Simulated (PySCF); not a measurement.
## Radial density of As⁺ (arsenic, charge +1)

UHF, [Ar] 3d10 4s2 4p2, high-spin 3P determinant. All numbers are calculated (PySCF 2.14, a scalar-relativistic core potential, in cc-pVTZ-PP with ECP10MDF (5s4p3d1f, 39 functions)). This is the valence pseudo-density: the core potential removes the inner electrons and smooths the orbitals near the nucleus.

```
r (bohr)  4πr²ρ (e/bohr)  4πr²(ρα − ρβ)
0.000991       3.009e-05         0.0000
 0.00167       8.456e-05         0.0000
 0.00280       0.0002347         0.0000
 0.00471       0.0006311         0.0000
 0.00793        0.001576         0.0000
  0.0133        0.003494         0.0000
  0.0224        0.007045         0.0000
  0.0377         0.01443         0.0000
  0.0635         0.06494        -0.0001
   0.107          0.5538        -0.0009
   0.180           3.770        -0.0016
   0.302           16.37         0.0546
   0.508           30.79         0.1122
   0.855           13.61         0.0140
    1.44           3.347         0.7733
    2.42           1.585         0.8744
    4.07          0.1658         0.1254
    6.84        0.002947         0.0028
```

Energies and moments cover only the electrons outside the core potential.
